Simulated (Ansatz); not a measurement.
Reaction (redistribution): `FC[SiH2][SiH2]F` + `BO[SiH2]C` → `C[SiH2]O[SiH2]F` + `B[SiH2]CF`

Gas-phase electronic energies from Ansatz, PBE0-D4/def2-TZVP geometries. CCSD(T)/CBS is the MP2 limit (def2-TZVPP, def2-QZVPP) plus CCSD(T) − MP2 in def2-TZVPP, frozen cores. One conformer a species, not always the lowest.

```json
{"species": "`FC[SiH2][SiH2]F`", "HF/def2-SVP energy (Eh)": "-817.76550"}
{"species": "`BO[SiH2]C`", "HF/def2-SVP energy (Eh)": "-430.31142"}
{"species": "`C[SiH2]O[SiH2]F`", "HF/def2-SVP energy (Eh)": "-793.92427"}
{"species": "`B[SiH2]CF`", "HF/def2-SVP energy (Eh)": "-454.14159"}
```

Task: Work out ΔE.

Result: ΔE = (-793.92427) + (-454.14159) − (-817.76550) − (-430.31142) = 0.01106 Eh = +6.9 kcal/mol. CCSD(T)/CBS gives +5.2 kcal/mol.

Largest T1 diagnostic among the species: 0.012.

At CCSD(T), def2-SVP lies +6.4 kcal/mol from the extrapolated value and def2-TZVPP +0.2 kcal/mol. From PBE to PBE0 (25 % exact exchange), in def2-TZVPP and without D4, ΔE moves by −1.9 kcal/mol. Leaving LDA and LC-ωPBE aside and taking each functional with its dispersion term where it has one, the values, not all of them listed here, spread over 5.1 kcal/mol, from BHLYP-D4 to PBE-D4. LDA lies +0.8 kcal/mol from PBE without D4.
